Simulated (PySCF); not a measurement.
C$_{2}$H$_{3}$O, doublet, geometry from GFN2-xTB; CCSD(T)/def2-SVP run with PySCF.

Input for PySCF:
```python
from pyscf import gto, scf, cc

mol = gto.M(
    atom='''
C     0.01087352    0.76232142   -0.35451736
O     0.03604346    0.06301074    0.80368470
C     0.04678985   -0.68289431   -0.41305190
H    -0.76746590    1.46394712   -0.59035908
H    -0.84981573   -1.26718433   -0.59441867
H     0.98295372   -1.17741137   -0.63928419
''',
    basis='def2-svp',
    spin=1,
    verbose=4,
)

mf = scf.UHF(mol)
mf.kernel()

mycc = cc.CCSD(mf)
mycc.kernel()
et = mycc.ccsd_t()
print('E(CCSD(T)) = %.10f' % (mycc.e_tot + et))
```

The log (banner, timings and long lists left out):

```
PySCF version 2.14.0

[INPUT] verbose = 4
[INPUT] num. atoms = 6
[INPUT] num. electrons = 23
[INPUT] charge = 0
[INPUT] spin (= nelec alpha-beta = 2S) = 1
[INPUT] symmetry False subgroup None
[INPUT] Mole.unit = angstrom
[INPUT] Symbol           X                Y                Z      unit          X                Y                Z       unit  Magmom
[INPUT]  1 C      0.010873520000   0.762321420000  -0.354517360000 AA    0.020547974810   1.440578702690  -0.669940716804 Bohr   0.0
[INPUT]  2 O      0.036043460000   0.063010740000   0.803684700000 AA    0.068112267982   0.119073041506   1.518743973503 Bohr   0.0
[INPUT]  3 C      0.046789850000  -0.682894310000  -0.413051900000 AA    0.088420001909  -1.290483217924  -0.780554966231 Bohr   0.0
[INPUT]  4 H     -0.767465900000   1.463947120000  -0.590359080000 AA   -1.450300360943   2.766459117646  -1.115616976350 Bohr   0.0
[INPUT]  5 H     -0.849815730000  -1.267184330000  -0.594418670000 AA   -1.605918986047  -2.394631333040  -1.123288489628 Bohr   0.0
[INPUT]  6 H      0.982953720000  -1.177411370000  -0.639284190000 AA    1.857513323922  -2.224985025249  -1.208072034864 Bohr   0.0

nuclear repulsion = 69.4290793647544
number of shells = 27
number of NR pGTOs = 93
number of NR cGTOs = 57
basis = def2-svp
ecp = {}

******** <class 'pyscf.scf.uhf.UHF'> ********
method = UHF
initial guess = minao
damping factor = 0
level_shift factor = 0
DIIS = <class 'pyscf.scf.diis.CDIIS'>
diis_start_cycle = 1
diis_space = 8
diis_damp = 0
SCF conv_tol = 1e-09
SCF conv_tol_grad = None
SCF max_cycles = 50
direct_scf = True
direct_scf_tol = 1e-13
number electrons alpha = 12  beta = 11
Set gradient conv threshold to 3.16228e-05
init E= -152.708983092765

cycle= 1 E= -152.027943837275  delta_E= 0.681  |g|= 0.388  |ddm|= 1.76
cycle= 2 E= -152.086741114897  delta_E= -0.0588  |g|= 0.233  |ddm|= 0.449
cycle= 3 E= -152.108671855815  delta_E= -0.0219  |g|= 0.053  |ddm|= 0.182
cycle= 4 E= -152.110866878657  delta_E= -0.0022  |g|= 0.018  |ddm|= 0.0684
cycle= 5 E= -152.111324013778  delta_E= -0.000457  |g|= 0.00908  |ddm|= 0.0326
cycle= 6 E= -152.111509885447  delta_E= -0.000186  |g|= 0.00422  |ddm|= 0.024
cycle= 7 E= -152.111559038714  delta_E= -4.92e-05  |g|= 0.00182  |ddm|= 0.0145
cycle= 8 E= -152.111567183958  delta_E= -8.15e-06  |g|= 0.000801  |ddm|= 0.00623
cycle= 9 E= -152.111568514685  delta_E= -1.33e-06  |g|= 0.000389  |ddm|= 0.0023
cycle= 10 E= -152.111568890318  delta_E= -3.76e-07  |g|= 0.000165  |ddm|= 0.00131
cycle= 11 E= -152.111568957177  delta_E= -6.69e-08  |g|= 6.79e-05  |ddm|= 0.000549
cycle= 12 E= -152.11156896812  delta_E= -1.09e-08  |g|= 3.47e-05  |ddm|= 0.00021
cycle= 13 E= -152.111568970887  delta_E= -2.77e-09  |g|= 1.85e-05  |ddm|= 0.000102
cycle= 14 E= -152.111568971574  delta_E= -6.87e-10  |g|= 1.02e-05  |ddm|= 4.5e-05
Extra cycle  E= -152.111568971701  delta_E= -1.27e-10  |g|= 7.4e-06  |ddm|= 1.43e-05
converged SCF energy = -152.111568971701  <S^2> = 0.7585735  2S+1 = 2.0085552

******** <class 'pyscf.cc.uccsd.UCCSD'> ********
CC2 = 0
CCSD nocc = (np.int64(12), np.int64(11)), nmo = (57, 57)
max_cycle = 50
direct = 0
conv_tol = 1e-07
conv_tol_normt = 1e-06
diis_space = 6
diis_start_cycle = 0
diis_start_energy_diff = 1e+09
Init t2, MP2 energy = -0.43788747525911
Init E_corr(UCCSD) = -0.437887475303539
cycle = 1  E_corr(UCCSD) = -0.447717309632743  dE = -0.00982983433  norm(t1,t2) = 0.0858545
cycle = 2  E_corr(UCCSD) = -0.460156786618572  dE = -0.012439477  norm(t1,t2) = 0.0264267
cycle = 3  E_corr(UCCSD) = -0.461157509616137  dE = -0.001000723  norm(t1,t2) = 0.0186094
cycle = 4  E_corr(UCCSD) = -0.464072090981427  dE = -0.00291458137  norm(t1,t2) = 0.010628
cycle = 5  E_corr(UCCSD) = -0.46397957532627  dE = 9.25156552e-05  norm(t1,t2) = 0.00464784
cycle = 6  E_corr(UCCSD) = -0.463805701485199  dE = 0.000173873841  norm(t1,t2) = 0.00152963
cycle = 7  E_corr(UCCSD) = -0.463853272278504  dE = -4.75707933e-05  norm(t1,t2) = 0.000591346
cycle = 8  E_corr(UCCSD) = -0.463869524437859  dE = -1.62521594e-05  norm(t1,t2) = 0.000212821
cycle = 9  E_corr(UCCSD) = -0.463861161650446  dE = 8.36278741e-06  norm(t1,t2) = 8.84334e-05
cycle = 10  E_corr(UCCSD) = -0.463862523430164  dE = -1.36177972e-06  norm(t1,t2) = 4.1256e-05
cycle = 11  E_corr(UCCSD) = -0.463861793267154  dE = 7.30163011e-07  norm(t1,t2) = 1.53912e-05
cycle = 12  E_corr(UCCSD) = -0.463861801869304  dE = -8.60215005e-09  norm(t1,t2) = 7.62364e-06
cycle = 13  E_corr(UCCSD) = -0.463861637214937  dE = 1.64654367e-07  norm(t1,t2) = 4.10951e-06
cycle = 14  E_corr(UCCSD) = -0.463861588530869  dE = 4.86840678e-08  norm(t1,t2) = 1.90646e-06
cycle = 15  E_corr(UCCSD) = -0.463861561008464  dE = 2.75224055e-08  norm(t1,t2) = 8.20143e-07
UCCSD converged
E(UCCSD) = -152.5754305327095  E_corr = -0.4638615610084636
UCCSD(T) correction = -0.013957956793477
E(CCSD(T)) = -152.5893884895
```
